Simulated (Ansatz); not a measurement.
A series at Al: from `[Br][Al]([Br])[Br]`, ligands are replaced one by one, each step taking up H₂ and setting free HBr; n counts the steps. Ansatz, PBE0-D4/def2-TZVP geometries.

CBS adds triple-zeta CCSD(T) − MP2 to the MP2 limit, frozen cores; atoms without spin–orbit coupling. Outer-core shells of Br are correlated without core-valence functions. Scalar relativity is left out up to krypton. Spin–orbit coupling is left out.

```tsv
n	molecule	atomization energy, CCSD(T)/CBS (kJ/mol)
0	`[Br][Al]([Br])[Br]`	1156.0
1	`[Br][AlH][Br]`	1079.2
2	`[AlH2][Br]`	992.3
3	`[AlH3]`	?
```

Q: By hand: fit a straight line y = ȳ + b (n − n̄) to the 3 given rows and predict n = 3.

A: n̄ = 1.000, ȳ = 1075.83; Σ(n − n̄)(y − ȳ) = -163.70, Σ(n − n̄)² = 2.000, so b = -81.85 kJ/mol a step. Prediction: 1075.83 + (-81.85) × (2.000) = 912.1 kJ/mol.

Q: By hand: compare with the computed value, 898.6 kJ/mol, and give the steps along the whole series.

A: The line misses by -13.5 kJ/mol (computed minus predicted). Steps: -76.8, -86.9, -93.7 kJ/mol.

The steps grow at each stage, from -76.8 to -93.7 kJ/mol, so the series is curved and an end member is harder to predict than an inner one. The miss is 5.2 % of the series' range. The energies themselves are unsure by some kJ/mol a bond, though much of that is common to the series.
